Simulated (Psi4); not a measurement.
IRb, singlet, at a GFN2-xTB geometry (such geometries of metal compounds can be far from the true shape) (core potentials on I, Rb). Base run: B3LYP/def2-TZVP run with Psi4 1.11.

Input for Psi4:
```
memory 2 GB

molecule {
0 1
Rb   -0.00000000   -0.00000000   -1.91534858
I     0.00000000    0.00000000    1.33713014
}

set {
  basis def2-tzvp
}

energy('b3lyp')
print_variables()
```

Variants of this job, named by their change:

| change | E (Eh) | dipole (D) |
|---|---|---|
| base | -321.99686 | 11.73 |
| functional = pw6b95 | [?] | [?] |
| functional = x3lyp | -321.90099 | 11.70 |
| functional = tpss | -321.77734 | 11.64 |
| functional = mn15 | [?] | [?] |
| functional = m06 | -321.90839 | 11.75 |
| functional = r2scan | -322.01896 | 12.02 |
| functional = bhhlyp | -321.79847 | 12.11 |
| functional = wb97x-v | [?] | [?] |
| functional = hf (with energy('scf')) | [?] | [?] |
| functional = pbe | -321.86999 | 11.39 |
| functional = revpbe | -321.95087 | 11.40 |
| functional = pbe0 | -321.89900 | 11.86 |

Question: Some entries are withheld; supply them.

Answer: 
- functional = pw6b95, E (Eh): -322.06940
- functional = pw6b95, dipole (D): 11.78
- functional = mn15, E (Eh): -321.13253
- functional = mn15, dipole (D): 12.06
- functional = wb97x-v, E (Eh): -321.86957
- functional = wb97x-v, dipole (D): 12.22
- functional = hf (with energy('scf')), E (Eh): -320.55708
- functional = hf (with energy('scf')), dipole (D): 12.52

Totals shift with the method and basis; they matter in differences.
